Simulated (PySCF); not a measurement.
Compound: C₂H₁₀Si₂.
Atom-mapped SMILES: `[CH3:1][SiH2:2][SiH2:3][CH3:4]` (hydrogens: H5, H6, H7 on C1; H8, H9 on Si2; H10, H11 on Si3; H12, H13, H14 on C4)

Jobs on this species (14 atoms, 50 electrons) with PySCF (density fitting). Hardware of each: one thread, Arm Neoverse V1 (aarch64), shared host. Other jobs ran on the host; a repeat could differ by tens of per cent or more. Peak memory is the resident size of the whole Python process, interpreter and libraries included.

```json
{"level and settings": "delta-SCF UKS SCAN, def2-TZVP on the ionised atom, pcseg-1 elsewhere, spin-free X2C", "work": "ΔSCF core ionisation, 3 holes", "basis functions": "133", "SCF cycles": "?", "wall time": "?", "peak memory": "?"}
{"level and settings": "delta-SCF UKS B3LYP, pcX-2 on the ionised atom, pcseg-1 elsewhere, spin-free X2C", "work": "ΔSCF core ionisation, 3 holes", "basis functions": "156", "SCF cycles": "?", "wall time": "?", "peak memory": "?"}
{"level and settings": "delta-SCF UKS SCAN, pcX-2 on the ionised atom, pcseg-1 elsewhere, non-relativistic", "work": "ΔSCF core ionisation, 3 holes", "basis functions": "156", "SCF cycles": "?", "wall time": "?", "peak memory": "?"}
{"level and settings": "PBE0-D3(BJ)/def2-SVP, grid level 1", "work": "geometry optimisation from a GFN2-xTB start shaken at random", "basis functions": "114", "SCF cycles": "30", "wall time": "23 s", "peak memory": "0.45 GiB"}
{"level and settings": "delta-SCF UKS SCAN, pcX-2 on the ionised atom, pcseg-1 elsewhere, spin-free X2C", "work": "ΔSCF core ionisation, 3 holes", "basis functions": "156", "SCF cycles": "41", "wall time": "18 s", "peak memory": "0.47 GiB"}
{"level and settings": "delta-SCF UKS PBE, pcX-2 on the ionised atom, pcseg-1 elsewhere, spin-free X2C", "work": "ΔSCF core ionisation, 3 holes", "basis functions": "156", "SCF cycles": "40", "wall time": "12 s", "peak memory": "0.46 GiB"}
{"level and settings": "delta-SCF UKS HF, pcX-2 on the ionised atom, pcseg-1 elsewhere, spin-free X2C", "work": "ΔSCF core ionisation, 3 holes", "basis functions": "156", "SCF cycles": "36", "wall time": "11 s", "peak memory": "0.55 GiB"}
{"level and settings": "delta-SCF UKS PBE0, pcX-2 on the ionised atom, pcseg-1 elsewhere, spin-free X2C", "work": "ΔSCF core ionisation, 3 holes", "basis functions": "156", "SCF cycles": "35", "wall time": "19 s", "peak memory": "0.57 GiB"}
{"level and settings": "delta-SCF UKS SCAN, pcX-1 on the ionised atom, pcseg-1 elsewhere, spin-free X2C", "work": "ΔSCF core ionisation, 3 holes", "basis functions": "136", "SCF cycles": "40", "wall time": "14 s", "peak memory": "0.46 GiB"}
```

**Question.** Fill in the missing figures.

**Answer.** 
- delta-SCF UKS SCAN, def2-TZVP on the ionised atom, pcseg-1 elsewhere, spin-free X2C; ΔSCF core ionisation, 3 holes: 16 s, 0.46 GiB, 39 SCF cycles
- delta-SCF UKS B3LYP, pcX-2 on the ionised atom, pcseg-1 elsewhere, spin-free X2C; ΔSCF core ionisation, 3 holes: 20 s, 0.61 GiB, 35 SCF cycles
- delta-SCF UKS SCAN, pcX-2 on the ionised atom, pcseg-1 elsewhere, non-relativistic; ΔSCF core ionisation, 3 holes: 17 s, 0.46 GiB, 40 SCF cycles

**Question.** What do all jobs in the table cost together?

**Answer.** About 2.5 min; the longest takes about 15 % of that, and about 2.1 times as long as the shortest.
